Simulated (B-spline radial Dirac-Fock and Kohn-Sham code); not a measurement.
Al³⁺: photoemission with 1000 eV photons

System: Al³⁺, [He] 2s2 2p6.

Model: a relativistic central-field model (Hartree-Slater potential of the initial state, Latter tail, multipole expansion of the photon field, Dirac-Fock thresholds). Program: a radial B-spline solver. The asymmetry parameter β is from the dipole term alone. Kinetic energies are from the vacuum level.

```
  subshell  electrons  binding (eV)  kinetic (eV)  σ (kb)     β
   L1 (2s)          2         165.3         834.7       ?     ?
L2 (2p1/2)          2         118.8         881.2    9.00  1.14
L3 (2p3/2)          4         118.4         881.6    17.7  1.14
```

Problem. What are σ and β for L1 (2s)?

Solution. σ = 25.8 kb, the largest of all subshells and 49 % of the total, and β = 2.00.

Values without a named source are computed, but for edge energies of neutral atoms, which are taken from tables.
